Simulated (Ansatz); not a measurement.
Cost and result up the ladder for SbH2(OtBu) (C₄H₁₁OSb) (17 atoms). The state is a singlet with charge 0. Geometry: PBE-D4/def2-SVP.

```tsv
atom	x (Å)	y (Å)	z (Å)
C1	-0.190	0.191	0.176
C2	0.215	-0.697	1.364
C3	-0.441	1.631	0.653
C4	-1.447	-0.365	-0.514
O5	0.891	0.321	-0.758
Sb6	1.651	-1.330	-1.689
H7	1.855	-0.471	-3.188
H8	3.297	-0.947	-1.264
H9	-0.580	-0.735	2.138
H10	0.403	-1.742	1.034
H11	1.142	-0.310	1.833
H12	0.476	2.039	1.123
H13	-1.268	1.671	1.389
H14	-0.699	2.275	-0.210
H15	-1.280	-1.406	-0.866
H16	-1.707	0.260	-1.392
H17	-2.317	-0.384	0.173
```

Ansatz on 4 threads of Intel Xeon Platinum 8259CL on a shared host. Times are rough, and most runs start from the orbitals of an earlier one. CAM-B3LYP-D4/def2-TZVP serves as the yardstick here, not as an exact answer. Differences are given only for rows in sets of like size (and for xTB, whose basis is part of the method), since another set adds its own error. Binding counts from free atoms at the same level (C triplet, O triplet, Sb quartet, H doublet; other spins of the atoms weren't run), without zero-point energy or a counterpoise term.

In the def2 sets Sb takes a core potential; there is no spin–orbit coupling. Correlated methods freeze 9 core orbitals; core or outer-core shells of Sb are correlated, in sets that lack core-valence functions. The rows differ in basis, and correlated rows in double-zeta sets carry the largest basis error. Another isomer (singlet) lies 0.33 eV lower at PBE0-D4/def2-TZVP; other spin states weren't run for this one.

Correlated methods converge slowly with the basis, most of all in double-zeta sets.

| level | functions | binding energy per atom (eV) | difference from CAM-B3LYP-D4/def2-TZVP (eV) |
| --- | --- | --- | --- |
| PBE0-D4/def2-SVP | 151 | 3.82 | – |
| PBE0-D4/def2-TZVP | 271 | 3.79 | -0.01 |
| MP2/def2-TZVP | 271 | 3.67 | -0.14 |
| CAM-B3LYP-D4/def2-TZVP | 271 | 3.80 | 0.00 |
| CCSD(T)/def2-SVP | 151 | 3.61 | – |
| B97M-V/def2-TZVP | 271 | 3.80 | 0.00 |
| PBE-D4/def2-SVP | 151 | 3.88 | – |
| LDA (SPW92)/def2-TZVP | 271 | 4.34 | 0.53 |
| PBE-D4/def2-TZVP (with forces) | 271 | 3.86 | 0.05 |
| r2SCAN-D4/def2-TZVP | 271 | 3.79 | -0.02 |

Q: Estimate how long each takes.

A: PBE-D4/def2-SVP 2 s; LDA (SPW92)/def2-TZVP 2.5 s; PBE0-D4/def2-SVP 2.7 s; PBE-D4/def2-TZVP (with forces) 4.2 s; PBE0-D4/def2-TZVP 5.5 s; r2SCAN-D4/def2-TZVP 6 s; CAM-B3LYP-D4/def2-TZVP 6.5 s; MP2/def2-TZVP 7 s; B97M-V/def2-TZVP 13 s; CCSD(T)/def2-SVP 38 s. On shared hardware such times vary by a factor of up to 3.
